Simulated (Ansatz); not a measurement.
Li₉⁻, relaxed as a singlet with RKS r2SCAN/def2-TZVPD in Ansatz, starting from the GFN2-xTB geometry. Force threshold 0.02 eV/Å.

The restricted singlet is unstable towards broken spin symmetry in Hartree–Fock (as tested in another run); at r2SCAN/def2-TZVPD this wasn't settled. The structure comes from a short search, and lower isomers may exist.

Start:

```
atom   x (Å)   y (Å)   z (Å)
 Li1  -0.854  -1.719  -0.764
 Li2   2.035  -0.195   1.556
 Li3  -0.309  -0.019  -2.579
 Li4  -0.375   2.298  -1.394
 Li5   0.510   1.761   0.962
 Li6   1.446  -0.171  -0.834
 Li7   0.512  -2.314   1.332
 Li8  -0.939  -0.146   1.935
 Li9  -2.025   0.504  -0.214
```

```
step  energy (eV)  largest force component (eV/Å)  SCF passes
   1   -1839.3483                           0.808          24
   2   -1839.8593                           0.497          30
   3   -1840.2077                           0.282          31
   4   -1840.4408                           0.217          35
   5   -1840.5720                           0.173          32
   6   -1840.6583                           0.080          30
   7   -1840.6685                           0.201          28
   8   -1840.6790                           0.075          26
   9   -1840.7009                           0.046          25
  10   -1840.7286                           0.087          26
  11   -1840.7771                           0.119          24
  12   -1840.8351                           0.120          24
  13   -1840.8829                           0.067          24
  14   -1840.9052                           0.038          23
  15   -1840.9103                           0.033          23
  16   -1840.9106                           0.025          25
  17   -1840.9123                           0.015          26
  18   -1840.9125                           0.009          20
```

Force components are those of the run's own axes.

End:

Cartesian coordinates in Å:
```
Li -0.160 -1.795 -0.434
Li 1.871 -0.723 1.355
Li -0.775 -0.017 -2.997
Li -0.424 3.036 -1.947
Li 0.340 2.056 1.087
Li 1.348 0.673 -1.191
Li 0.533 -3.342 2.419
Li -1.013 -0.642 2.104
Li -1.719 0.754 -0.396
```

Bonds lost: Li1–Li7, Li3–Li4, Li4–Li5 (atoms count from 1). Bonds formed: Li1–Li2 (atoms count from 1). Metal–metal contacts that move far: Li2–Li5 2.55 to 3.18 Å, Li1–Li3 2.55 to 3.18 Å, Li5–Li8 2.59 to 3.19 Å, Li2–Li7 2.62 to 3.13 Å.

The force fell under the threshold at step 17, but the optimiser went on. No frequencies were taken in this run, so the end may be a saddle point.

It took 69 s on 2 threads of Arm Neoverse V2 on a shared host.
